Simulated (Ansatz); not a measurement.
Relaxation of C2H5FGeO (10 atoms, charge 0, multiplicity 1), to a largest force component of 0.015 eV/Å in at most 40 steps.

These are results of RKS revPBE/def2-SVP (Ansatz 0.2.0), not measurements.

```xyz
10
Properties=species:S:1:pos:R:3
C -0.802 -0.036 1.120
C -0.121 0.649 -0.061
O -0.462 0.060 -1.196
Ge -1.347 1.638 -1.217
F -0.604 2.750 -2.333
H -0.928 0.755 1.938
H -0.293 -0.895 1.480
H -1.834 -0.261 0.779
H 0.954 0.921 -0.032
H -2.859 1.335 -1.256
```

**Question.** Where does it end, and by what steps?

**Answer.** It converged. After 10 steps the energy has fallen by 0.708 eV; H10 moved furthest, 0.49 Å.

```
step  energy less start (eV)  largest force component (eV/Å)  accepted
   0                  0.0000                           4.557       yes
   1                 -0.5837                           1.193       yes
   2                 -0.6842                           0.386       yes
   3                 -0.6865                           0.484       yes
   4                 -0.7011                           0.169       yes
   5                 -0.7063                           0.075       yes
   6                 -0.7068                           0.034       yes
   7                 -0.7071                           0.056       yes
   8                 -0.7073                           0.041       yes
   9                 -0.7074                           0.019       yes
  10                 -0.7075                           0.013       yes
```

```xyz
10
Properties=species:S:1:pos:R:3
C -0.785 -0.045 1.220
C -0.273 0.649 -0.026
O -0.520 0.012 -1.279
Ge -1.367 1.688 -1.263
F -0.571 2.760 -2.424
H -0.647 0.590 2.118
H -0.200 -0.981 1.367
H -1.851 -0.332 1.134
H 0.752 1.073 0.086
H -2.832 1.504 -1.713
```

Run time: 24 s on 2 threads of Arm Neoverse V2, on a shared host, peak memory 0.15 GiB.
